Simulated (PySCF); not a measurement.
**Relaxation of singlet Rb4**

These are results of PBE0/[Rb def2-TZVP with ECP28], scalar-relativistic core potentials, density fitting, no spin–orbit coupling, PySCF, not measurements. A (50,194) grid was used.

A hand-made tetrahedron start, of Td symmetry, held to at least that symmetry:

```xyz
4
charge 0 multiplicity 1, angstrom
Rb    1.6037    1.6037    1.6037
Rb    1.6037   -1.6037   -1.6037
Rb   -1.6037    1.6037   -1.6037
Rb   -1.6037   -1.6037    1.6037
```

(1) What does it relax to?

(2) How much energy is released, and in how many steps?

## Answers

(1) It ends at Td with Rb–Rb 4.820 Å (×6); Rb–Rb–Rb 60.0° (×12). No frequency check is given, so it may be a saddle point. Other isomers or separated fragments may lie lower. A symmetry-breaking gradient of 0.0034 Eh/bohr is left: the electronic state wants a lower symmetry.

(2) 5.7 kJ/mol in 4 steps.
